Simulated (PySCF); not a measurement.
Computed shifts of a molecule CH₂ClF₃Si, PySCF with PBE/pcSseg-1, GIAO, gas phase, equivalent atoms averaged, in ppm (number of nuclei): ²⁹Si: -22.4 (1). ¹³C: 139.3 (1). ¹⁹F: -96.4 (3). ¹H: 5.37 (2). References: ²⁹Si against TMS (σ = 335.4 ppm); ³⁵Cl against HCl (σ = 936.5 ppm); ¹³C against TMS (σ = 182.0 ppm); ¹⁹F against CFCl3 (σ = 133.6 ppm); ¹H against TMS (σ = 31.49 ppm), references at their B3LYP-D3(BJ)/def2-TZVP geometries, non-relativistic (without spin–orbit terms, shifts of atoms bonded to Cl or Br come out too high). The structure is a stationary point at PBE0-D3(BJ)/def2-SVP. The values are those of a single conformer.

### Question
Pick the molecule that these values belong to.
A. FC(F)[Si@H](F)Cl
B. FC[Si](F)(F)Cl
C. FC(F)(F)[SiH2]Cl

### Answer
C, FC(F)(F)[SiH2]Cl
